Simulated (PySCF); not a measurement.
From computed data to an observable: entropy of an ideal gas

C2H6Si, SMILES C=C[SiH3].

Geometry: B3LYP-D3(BJ)/def2-TZVP.

B3LYP-D3(BJ)/def2-TZVP run with PySCF gives the harmonic wavenumbers 142, 278, 427, 620, 719, 719, 941, 946, 966, 1000, 1036, 1046, 1302, 1450, 1658, 2215, 2219, 2229, 3110, 3119, 3192 cm⁻¹ and the rotational temperatures 1.6609, 0.2516, 0.2305 K. The molar mass is 58.16 g/mol, the symmetry number 1, the spin multiplicity 1.

Question: Work out the entropy at 298.15 K and 1 atm in the rigid-rotor, harmonic-oscillator model.

Answer: 
Translation (Sackur–Tetrode at 1 atm): S = R[1.5 ln M + 2.5 ln T − 1.16487] = 159.4 J/(mol K).
Rotation: q = (√π/σ) T^1.5/√(θA θB θC) = 29400, S = R[ln q + 3/2] = 98.0 J/(mol K).
Vibration: with u = 1.4388 ν/T, each mode gives R[u/(e^u − 1) − ln(1 − e^−u)]:
| ν (cm⁻¹) | modes | u | S (J/(mol K)) |
|---|---|---|---|
| 142 | 1 | 0.69 | 11.62 |
| 278 | 1 | 1.34 | 6.47 |
| 427 | 1 | 2.06 | 3.63 |
| 620 | 1 | 2.99 | 1.74 |
| 719 | 2 | 3.47 | 2.38 |
| 941 | 1 | 4.54 | 0.50 |
| 946 | 1 | 4.57 | 0.49 |
| 966 | 1 | 4.66 | 0.45 |
| 1000 | 1 | 4.83 | 0.39 |
| 1036 | 1 | 5.00 | 0.34 |
| 1046 | 1 | 5.05 | 0.32 |
| 1302 | 1 | 6.28 | 0.11 |
| 1450 | 1 | 7.00 | 0.06 |
| 1658 | 1 | 8.00 | 0.03 |
The stiffer modes add less than 0.005 each. Sum 28.5 J/(mol K).
Spin: R ln 1 = 0.0 J/(mol K).
Total 286.0 J/(mol K); the program's own thermochemistry gives 286.0. Translation makes up 56 % and vibration 10 %. Anharmonicity, hindered rotation and orbital degeneracy are left out.
